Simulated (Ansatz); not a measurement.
Gas-phase reaction in SMILES: N[Si](N)(Br)Br -> N[Si](Br)Br + [NH2] (NH2) (the N-Si bond at the site shown breaks; other sites are not compared here)
Geometries: B3LYP-D3(BJ)/def2-TZVP minima from Ansatz (an electronic-structure program), one conformer each, not searched for the lowest.
Geometry of the first species:
```
Si
N 1 1.6936
H 2 1.0072 1 120.60
H 2 1.0087 3 112.55 1 150.58
N 1 1.6936 2 108.92 3 -157.35
H 5 1.0072 1 120.60 2 -157.35
H 5 1.0087 6 112.55 1 150.58
Br 1 2.2424 2 116.51 3 84.77
Br 1 2.2424 2 104.54 3 -32.16
```
Charge 0, spin multiplicity 1.

Property: bond dissociation energy (electronic energy difference), in eV. Valence correlation only, unless marked. Open shells are spin-unrestricted. No spin-orbit coupling. Frozen are the shells of the preceding noble gas and the d and f shells that filled before the atom's block. Non-relativistic. CBS(X,Y): correlation extrapolated as X^-3; Hartree-Fock from the larger set. [CCSD(T)-MP2]/basis is that difference in the basis named.

| level | program | bond dissociation energy (eV) |
|---|---|---|
| revPBE-D4/def2-TZVPD | Ansatz + dftd4 | 4.50 |
| r2SCAN/def2-TZVPD | Ansatz | 4.56 |
| PBE0/STO-3G | Ansatz | 4.48 |
| BHLYP-D3(BJ)/def2-TZVPD | Ansatz + dftd3 | 4.65 |
| PBE-QIDH/def2-TZVPD | Ansatz | ___ |
| RI-MP2/CBS(def2-TZVPP,def2-QZVPP)+[CCSD(T)-MP2]/def2-TZVPP | Ansatz | ___ |

**Question.** What belongs in the gaps?

**Answer.** 
- PBE-QIDH/def2-TZVPD, bond dissociation energy (eV): 4.90
- RI-MP2/CBS(def2-TZVPP,def2-QZVPP)+[CCSD(T)-MP2]/def2-TZVPP, bond dissociation energy (eV): 4.97
